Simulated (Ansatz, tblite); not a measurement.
Adding an electron: RuO2⁺. Total charge 1; doublet. Geometry: PBE0-D4/def2-TZVP. Ansatz, gas phase; energy differences of separate SCF runs; the reduced species is a singlet (the triplet lies 0.06 eV higher at PBE0-D4/def2-TZVP).

Cartesian coordinates in Å:
```
Ru 0.041 0.098 -0.420
O 1.441 0.188 0.408
O -1.482 -0.286 0.013
```

In the def2 sets Ru takes a core potential; there is no spin–orbit coupling. The xTB rows come from tblite. The structure comes from a short search, and lower isomers may exist.

```csv
level,−HOMO (eV),−LUMO (eV),vertical EA (eV),HOMO–LUMO gap (eV)
GFN1-xTB,–,–,17.12,–
GFN2-xTB,–,–,18.04,–
```

(1) Estimate the rows for PBE-D4/def2-TZVP, PBE0-D4/def2-TZVP.

Answers

(1) 
```json
{"level": "PBE-D4/def2-TZVP", "−HOMO (eV)": "13.86", "−LUMO (eV)": "13.35", "vertical EA (eV)": "9.37", "HOMO–LUMO gap (eV)": "0.51", "remarks": "restricted singlet, untested (singlet)"}
{"level": "PBE0-D4/def2-TZVP", "−HOMO (eV)": "15.63", "−LUMO (eV)": "12.17", "vertical EA (eV)": "9.63", "HOMO–LUMO gap (eV)": "3.46", "remarks": "restricted singlet, untested (singlet)"}
```

Run but left out: r2SCAN-D4/def2-TZVP (neutral singlet: restricted singlet with a triplet 0.22 eV lower at the same geometry).  HOMO and LUMO are the levels of the spin that leaves or enters (xTB has no such levels and no spin-polarisation term). Other spin states of the ions may lie lower, which would lower the ionisation energy or raise the affinity. Raw xTB energy differences between charge states are shifted by several eV; the methods need an empirical correction for them.
